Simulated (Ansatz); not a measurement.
Reaction (redistribution): `BC[SiH](O)F` + `C[N]([GeH3])BF` → `C[N]([GeH3])[SiH](O)F` + `BCBF`

Isolated molecules relaxed with PBE0-D4/def2-TZVP in Ansatz; ΔE leaves out vibrations. CCSD(T)/CBS adds triple-zeta CCSD(T) − MP2 to the extrapolated MP2 energy (def2 sets, frozen cores). DFT in def2-TZVPP. For Ge outer-core shells are correlated without core-valence functions, which leaves a few kJ/mol of doubt a bond. Scalar relativity is left out up to krypton. Each species was taken in one conformer, which may not be the lowest.

`BC[SiH](O)F`:

```xyz
11

B    -0.112    1.511   -0.640
C    -0.860    0.195   -0.380
Si    0.359   -1.114    0.164
O     1.371   -0.596    1.334
F    -0.507   -2.347    0.696
H     0.006    2.328    0.228
H     0.416    1.719   -1.694
H    -1.317   -0.246   -1.274
H    -1.599    0.243    0.428
H     1.216   -1.612   -0.926
H     1.026   -0.081    2.065
```

`C[N]([GeH3])BF`:

Z-matrix (Å, degrees):
```
C
N 1 1.452
H 1 1.095 2 111.5
H 1 1.091 2 110.0 3 -119.8
H 1 1.095 2 111.5 3 120.5
Ge 2 1.862 1 115.4 3 -60.3
B 2 1.393 1 120.9 3 119.7
H 6 1.539 2 107.2 1 58.7
H 6 1.527 2 109.6 1 -179.8
H 6 1.539 2 107.2 1 -58.3
F 7 1.341 2 120.3 1 -180.0
H 7 1.199 2 121.7 1 0.0
```

`C[N]([GeH3])[SiH](O)F`:

Cartesian coordinates in Å:
```
C -1.703 0.025 -0.414
N -0.293 0.052 -0.049
Ge 0.176 1.338 1.197
Si 0.776 -1.102 -0.662
O 2.251 -0.408 -0.786
F 0.970 -2.389 0.276
H -2.343 -0.253 0.430
H -1.881 -0.700 -1.214
H -2.039 1.000 -0.785
H 1.604 1.068 1.675
H 0.052 2.727 0.543
H -0.830 1.241 2.359
H 0.249 -1.630 -1.938
H 3.012 -0.969 -0.633
```

`BCBF`:

Cartesian coordinates in Å:
```
B 0.218 0.860 -0.971
C -0.135 0.397 0.465
B -0.112 -1.160 0.525
F -1.242 -1.831 0.691
H 1.303 0.633 -1.423
H -0.584 1.424 -1.657
H 0.727 0.678 1.091
H -1.066 0.807 0.859
H 0.891 -1.808 0.420
```

```json
{"level": "PBE-D4", "ΔE (eV)": "0.65"}
{"level": "r2SCAN", "ΔE (eV)": "0.63"}
{"level": "PBE0", "ΔE (eV)": "0.64"}
{"level": "MP2/def2-QZVPP", "ΔE (eV)": "0.59"}
```

Problem. What does CCSD(T)/CBS give? (An estimate is asked.)

Solution. Computed: +0.59 eV. The listed levels differ from it by 0.06, 0.04, 0.05, 0.00 eV.

Largest T1 diagnostic among the species: 0.013.

In def2-TZVPP, CCSD(T) changes the Hartree–Fock value by +0.06 eV (the triples alone add +0.01 eV) and MP2 by +0.06 eV.
